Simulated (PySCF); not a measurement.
FH₅O₃Si₂, SMILES O[Si](O)(O)[SiH2]F. Atoms are numbered in the order given.

```xyz
11

Si     1.4034    -0.6687    -0.4487
F      1.8248     0.2775    -1.7184
Si    -0.6299     0.1067     0.3992
O     -0.5615     1.6203     1.0698
O     -1.8023     0.2303    -0.7762
O     -0.9669    -0.9824     1.6001
H      1.2942    -2.0719    -0.9543
H      2.5028    -0.6064     0.5584
H     -0.8500     2.3415     0.4970
H     -1.9389    -0.5289    -1.3550
H     -1.6148    -0.7105     2.2638
```
Charge 0, spin multiplicity 1.

Geometry optimised at r2SCAN-D4/def2-SVP. The structure was generated by enumeration, and PubChem lists no compound with its InChIKey, so it may never have been made. Other conformers were not sampled.

Level of theory: ωB97X/def2-TZVP (PySCF).

ESP charges are fitted to the potential on shells at 1.4 to 2.0 van der Waals radii. Atomic charges (e):

```csv
atom,Löwdin,IAO,ESP fit
Si1,0.14,0.77,0.35
F2,-0.05,-0.56,-0.28
Si3,-0.22,1.38,0.79
O4,-0.11,-0.81,-0.69
O5,-0.12,-0.82,-0.71
O6,-0.11,-0.81,-0.73
H7,-0.04,-0.15,-0.07
H8,-0.04,-0.14,-0.04
H9,0.19,0.38,0.46
H10,0.18,0.37,0.44
H11,0.18,0.37,0.48
```

Q: Give the Mayer and Wiberg (Löwdin basis) orders of the bonds. (Estimate from the structure and the level; the computed values follow.)

A: 
```
bond     Mayer  Wiberg
-------  -----  ------
Si1–F2    1.04    1.67
Si1–Si3   0.91    1.00
Si3–O4    1.18    1.65
Si3–O5    1.16    1.65
Si3–O6    1.20    1.67
Si1–H7    0.94    0.95
Si1–H8    0.94    0.95
O4–H9     0.87    1.01
O5–H10    0.87    1.02
O6–H11    0.87    1.01
```
